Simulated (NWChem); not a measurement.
Species: C₂F₅ cation

```xyz
7

F     -0.1409    -1.5188    -1.0521
C     -0.1040    -0.8827     0.0000
F     -0.1409    -1.5188     1.0521
C      0.0402     0.6907     0.0000
F      1.3329     0.8945     0.0000
F     -0.5252     1.1352     1.0804
F     -0.5252     1.1352    -1.0804
```
Atoms are numbered in this order, from 1.

Program: NWChem. Geometry: optimised at PBE0/def2-SVP. Field at 589 nm.

### Question
Estimate the computed values for B3LYP/def2-SVP. Quantities: isotropic polarisability (bohr³); anisotropy (bohr³).

### Answer
```json
{
  "isotropic polarisability (bohr³)": "21.4",
  "anisotropy (bohr³)": "5.3"
}
```
